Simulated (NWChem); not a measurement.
Species: HTeSF; SMILES F[Te]S

```xyz
4

Te     0.2779     0.4294     0.0018
F     -1.5310     1.2291    -0.0436
S     -0.2121    -1.9120    -0.0582
H     -0.3650    -2.1236     1.2855
```
Atoms are numbered in this order, from 1.

Computed with NWChem. The geometry was optimised at PBE-D3(BJ)/def2-SVP. def2 effective core potentials on Te; no spin-orbit coupling. B3LYP is NWChem's, with the RPA form of VWN correlation. Static field.

| level | isotropic polarisability (bohr³) | anisotropy (bohr³) |
|---|---|---|
| PBE/def2-SVPD | 66.1 | 30.5 |
| B3LYP/def2-SVPD | 64.4 | 29.9 |
| Hartree-Fock/def2-SVPD | 60.6 | 28.5 |
| LC-BLYP (range parameter 0.33 per bohr)/def2-SVPD | 63.3 | 29.2 |
